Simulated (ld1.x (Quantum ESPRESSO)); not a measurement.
**BLYP RRKJ dataset for P (Z = 15), scalar-relativistic all-electron reference.**

Input for ld1.x (Quantum ESPRESSO) 7.5:

```
&input
   title='P', zed=15., rel=1, dft='BLYP', iswitch=3,
   config='[Ne] 3s2 3p3',
   nld=2, rlderiv=0.85, eminld=-15.0, emaxld=5.0, deld=0.04
 /
 &inputp
   pseudotype=2, tm=.false., rho0=0.001, lloc=0,
   nlcc=.true.,
   file_pseudopw='P.UPF', file_wfcaegen='ae.wfc', file_wfcncgen='nc.wfc', file_beta='beta', file_chi='chi'
 /
2
2P  2  1   6.00   0.00  0.75  0.75  0.0
2S  1  0   2.00   0.00  0.45  0.45  0.0
 &test
   configts(1)='2s2 2p6 3s2 3p3'
 /
```

Command:

```bash
ld1.x < P.in > P.out
```

The program printed (shortened: banner, matrices, multipoles, cross overlaps and the repeated all-electron block are left out):

```
Program LD1 v.7.5
     --------------------------- All-electron run ----------------------------

     P
     scalar relativistic calculation

     atomic number is 15.00
     dft =BLYP   lsd =0 sic =0 latt =0  beta=0.20 tr2=1.0E-14
     Exchange-correlation= BLYP
                           (   1   3   1   3   0   0   0)
     mesh =1147 r(mesh) = 101.18493 a.u. xmin = -7.00 dx = 0.01250
     1 Ry =  13.60569312 eV, c = 137.03599908

     n l     nl                  e(Ry)          e(Ha)          e(eV)
     1 0     1S 1( 2.00)      -153.2839       -76.6420     -2085.5338
     2 0     2S 1( 2.00)       -12.7753        -6.3876      -173.8166
     2 1     2P 1( 6.00)        -9.1526        -4.5763      -124.5269
     3 0     3S 1( 2.00)        -1.0167        -0.5083       -13.8326
     3 1     3P 1( 3.00)        -0.3937        -0.1969        -5.3569

     final scf error:  2.2E-15 reached in  24 iterations

     Etot =    -684.154109 Ry,    -342.077055 Ha,   -9308.390856 eV

     Ekin =     686.352996 Ry,     343.176498 Ha,    9338.308233 eV
     Encl =   -1631.358127 Ry,    -815.679064 Ha,  -22195.758050 eV
     Eh   =     307.190277 Ry,     153.595139 Ha,    4179.536646 eV
     Exc  =     -46.339255 Ry,     -23.169628 Ha,    -630.477684 eV

     normalization and overlap integrals

     s(1S/1S) =  1.000000  <r> =   0.1036  <r2> =    0.0144  r(max) =   0.0675
     s(2S/2S) =  1.000000  <r> =   0.5203  <r2> =    0.3229  r(max) =   0.4187
     s(2P/2P) =  1.000000  <r> =   0.4855  <r2> =    0.2961  r(max) =   0.3515
     s(3S/3S) =  1.000000  <r> =   1.8898  <r2> =    4.1677  r(max) =   1.5557
     s(3P/3P) =  1.000000  <r> =   2.3844  <r2> =    6.8822  r(max) =   1.8302

     ------------------------ End of All-electron run ------------------------

     --------------------- Generating NC pseudopotential ---------------------

      Generating local pot.: lloc=0, matching radius rcloc =   0.4500

      Computing core charge for nlcc:

       r > 0.14 : true rho core
       r < 0.14 : rho core = a sin(br)/r    a=  84.08  b=  16.99

      Integrated core pseudo-charge :   6.15

      Wfc   2P  rcut= 0.753  Estimated cut-off energy=      317.10 Ry
      This function has    0 nodes for 0 < r <    0.753

     ------------------- End of pseudopotential generation -------------------

     Computing logarithmic derivative in   0.84850
     Computing logarithmic derivative in   0.84850
     Computing the partial wave expansion
       no projector for channel:   0
     R is outside the sphere for l=    1 j= 0.00

     ---------------------- Testing the pseudopotential ----------------------

     P
     scalar relativistic calculation

     atomic number is 15.00   valence charge is 13.00
     dft =BLYP   lsd =0 sic =0 latt =0  beta=0.20 tr2=1.0E-14
     mesh =1147 r(mesh) = 101.18493 xmin = -7.00 dx = 0.01250

     n l     nl             e AE (Ry)        e PS (Ry)    De AE-PS (Ry)
     1 0     2S   1( 2.00)      -12.77529      -12.77613        0.00085
     2 1     2P   1( 6.00)       -9.15255       -9.15258        0.00003
     2 0     3S   1( 2.00)       -1.01668       -1.01969        0.00301
     3 1     3P   1( 3.00)       -0.39372       -0.38290       -0.01082  !

     eps = 6.1E-15  iter = 20

     Etot =    -684.154109 Ry,    -342.077055 Ha,   -9308.390856 eV
     Etotps =  -257.572454 Ry,    -128.786227 Ha,   -3504.451765 eV

     Ekin =     173.497652 Ry,      86.748826 Ha,    2360.555808 eV
     Encl =    -489.958432 Ry,    -244.979216 Ha,   -6666.224065 eV
     Ehrt =     170.704975 Ry,      85.352487 Ha,    2322.559504 eV
     Ecxc =     -37.798311 Ry,     -18.899155 Ha,    -514.272217 eV
     (Ecc =      -9.761183 Ry,      -4.880591 Ha,    -132.807657 eV)
     Epseu=     -74.018338 Ry,     -37.009169 Ha,   -1007.070794 eV

     ---------------------- End of pseudopotential test ----------------------
```

ld1.x takes every shell without a wave as core, so the model core holds the 3p, 3s electrons as well and exchange and correlation see them twice. This cancels in the reference configuration, but the file is broken for other ones, and its errors say nothing about a proper core correction.

Generation and configuration tests took about 0.89 s on one core of a shared server CPU.

Transferability test of the new file with ld1.x, input:

```
&input
   title='P', zed=15., rel=1, dft='BLYP', iswitch=2,
   config='[Ne] 3s2 3p3'
 /
 &test
   file_pseudo='P.UPF', nconf=8,
   configts(1)='2s2 2p6 3s2 3p3',
   configts(2)='2s2 2p6 3s2 3p2',
   configts(3)='2s2 2p6 3s2 3p1',
   configts(4)='2s2 2p6 3s2 3p0',
   configts(5)='2s2 2p6 3s2 3p2.5',
   configts(6)='2s2 2p6 3s0 3p5',
   configts(7)='2s2 2p6 3s2 3p3.3',
   configts(8)='2s1 2p6 3s2 3p3'
 /
```

```bash
ld1.x < P.test.in > P.test.out
```

Pseudopotential blocks of its output, shortened (energy terms left out):

```
     ---------------------- Testing the pseudopotential ----------------------

     n l     nl             e AE (Ry)        e PS (Ry)    De AE-PS (Ry)
     1 0     2S   1( 2.00)      -12.77529      -12.77613        0.00085
     2 1     2P   1( 6.00)       -9.15255       -9.15258        0.00003
     2 0     3S   1( 2.00)       -1.01668       -1.01969        0.00301
     3 1     3P   1( 3.00)       -0.39372       -0.38290       -0.01082  !

     eps = 5.8E-15  iter = 12

     Etot =    -684.154109 Ry,    -342.077055 Ha,   -9308.390856 eV
     Etotps =  -257.572453 Ry,    -128.786227 Ha,   -3504.451754 eV

     ---------------------- End of pseudopotential test ----------------------

          ---------------------- Testing the pseudopotential ----------------------

     n l     nl             e AE (Ry)        e PS (Ry)    De AE-PS (Ry)
     1 0     2S   1( 2.00)      -13.55624      -13.55329       -0.00295
     2 1     2P   1( 6.00)       -9.93511       -9.93033       -0.00478
     2 0     3S   1( 2.00)       -1.70070       -1.71249        0.01179  !
     3 1     3P   1( 2.00)       -1.03374       -1.03113       -0.00261

     eps = 5.6E-15  iter = 18

     Etot =    -683.450252 Ry,    -341.725126 Ha,   -9298.814393 eV
     Etotps =  -256.875688 Ry,    -128.437844 Ha,   -3494.971784 eV
     dEtot_ae =       0.703857 Ry
     dEtot_ps =       0.696765 Ry,   Delta E=       0.007092 Ry

     ---------------------- End of pseudopotential test ----------------------

          ---------------------- Testing the pseudopotential ----------------------

     n l     nl             e AE (Ry)        e PS (Ry)    De AE-PS (Ry)
     1 0     2S   1( 2.00)      -14.50491      -14.49378       -0.01113  !
     2 1     2P   1( 6.00)      -10.88694      -10.87203       -0.01491  !
     2 0     3S   1( 2.00)       -2.48697       -2.51406        0.02709  !
     3 1     3P   1( 1.00)       -1.77592       -1.78703        0.01111  !

     eps = 1.2E-15  iter = 14

     Etot =    -682.052906 Ry,    -341.026453 Ha,   -9279.802534 eV
     Etotps =  -255.474534 Ry,    -127.737267 Ha,   -3475.908109 eV
     dEtot_ae =       2.101203 Ry
     dEtot_ps =       2.097919 Ry,   Delta E=       0.003284 Ry

     ---------------------- End of pseudopotential test ----------------------

          ---------------------- Testing the pseudopotential ----------------------

     n l     nl             e AE (Ry)        e PS (Ry)    De AE-PS (Ry)
     1 0     2S   1( 2.00)      -15.59868      -15.57383       -0.02485  !
     2 1     2P   1( 6.00)      -11.98571      -11.95403       -0.03168  !
     2 0     3S   1( 2.00)       -3.35045       -3.40212        0.05167  !
     3 1     3P   1( 0.00)       -2.59747       -2.63049        0.03302  !

     eps = 9.0E-15  iter = 17

     Etot =    -679.872166 Ry,    -339.936083 Ha,   -9250.132059 eV
     Etotps =  -253.272485 Ry,    -126.636242 Ha,   -3445.947706 eV
     dEtot_ae =       4.281943 Ry
     dEtot_ps =       4.299968 Ry,   Delta E=      -0.018026 Ry

     ---------------------- End of pseudopotential test ----------------------

          ---------------------- Testing the pseudopotential ----------------------

     n l     nl             e AE (Ry)        e PS (Ry)    De AE-PS (Ry)
     1 0     2S   1( 2.00)      -13.14265      -13.14205       -0.00060
     2 1     2P   1( 6.00)       -9.52054       -9.51872       -0.00182
     2 0     3S   1( 2.00)       -1.34370       -1.35034        0.00664  !
     3 1     3P   1( 2.50)       -0.69899       -0.69165       -0.00735  !

     eps = 4.1E-15  iter = 15

     Etot =    -683.882288 Ry,    -341.941144 Ha,   -9304.692545 eV
     Etotps =  -257.305212 Ry,    -128.652606 Ha,   -3500.815753 eV
     dEtot_ae =       0.271821 Ry
     dEtot_ps =       0.267241 Ry,   Delta E=       0.004580 Ry

     ---------------------- End of pseudopotential test ----------------------

          ---------------------- Testing the pseudopotential ----------------------

     n l     nl             e AE (Ry)        e PS (Ry)    De AE-PS (Ry)
     1 0     2S   1( 2.00)      -12.98829      -13.00854        0.02026  !
     2 1     2P   1( 6.00)       -9.36347       -9.38590        0.02243  !
     2 0     3S   1( 0.00)       -1.11629       -1.12472        0.00843  !
     3 1     3P   1( 5.00)       -0.47179       -0.46114       -0.01065  !

     eps = 4.1E-15  iter = 30

     Etot =    -682.885746 Ry,    -341.442873 Ha,   -9291.133894 eV
     Etotps =  -256.271028 Ry,    -128.135514 Ha,   -3486.744970 eV
     dEtot_ae =       1.268363 Ry
     dEtot_ps =       1.301425 Ry,   Delta E=      -0.033061 Ry

     ---------------------- End of pseudopotential test ----------------------

          ---------------------- Testing the pseudopotential ----------------------

     n l     nl             e AE (Ry)        e PS (Ry)    De AE-PS (Ry)
     1 0     2S   1( 2.00)      -12.58023      -12.58175        0.00152
     2 1     2P   1( 6.00)       -8.95728       -8.95812        0.00084
     2 0     3S   1( 2.00)       -0.83808       -0.83976        0.00168
     3 1     3P   1( 3.30)       -0.22752       -0.21533       -0.01218  !

     eps = 5.1E-15  iter = 20

     Etot =    -684.246937 Ry,    -342.123468 Ha,   -9309.653843 eV
     Etotps =  -257.661819 Ry,    -128.830909 Ha,   -3505.667635 eV
     dEtot_ae =      -0.092828 Ry
     dEtot_ps =      -0.089366 Ry,   Delta E=      -0.003462 Ry

     ---------------------- End of pseudopotential test ----------------------

          ---------------------- Testing the pseudopotential ----------------------

     n l     nl             e AE (Ry)        e PS (Ry)    De AE-PS (Ry)
     1 0     2S   1( 1.00)      -14.96637      -15.02010        0.05373  !
     2 1     2P   1( 6.00)      -11.41827      -11.45161        0.03334  !
     2 0     3S   1( 2.00)       -1.92987       -1.94013        0.01026  !
     3 1     3P   1( 3.00)       -1.20539       -1.18704       -0.01834  !

     eps = 9.4E-15  iter = 19

     Etot =    -670.305427 Ry,    -335.152714 Ha,   -9119.969945 eV
     Etotps =  -243.695163 Ry,    -121.847581 Ha,   -3315.641598 eV
     dEtot_ae =      13.848682 Ry
     dEtot_ps =      13.877291 Ry,   Delta E=      -0.028609 Ry

     ---------------------- End of pseudopotential test ----------------------
```
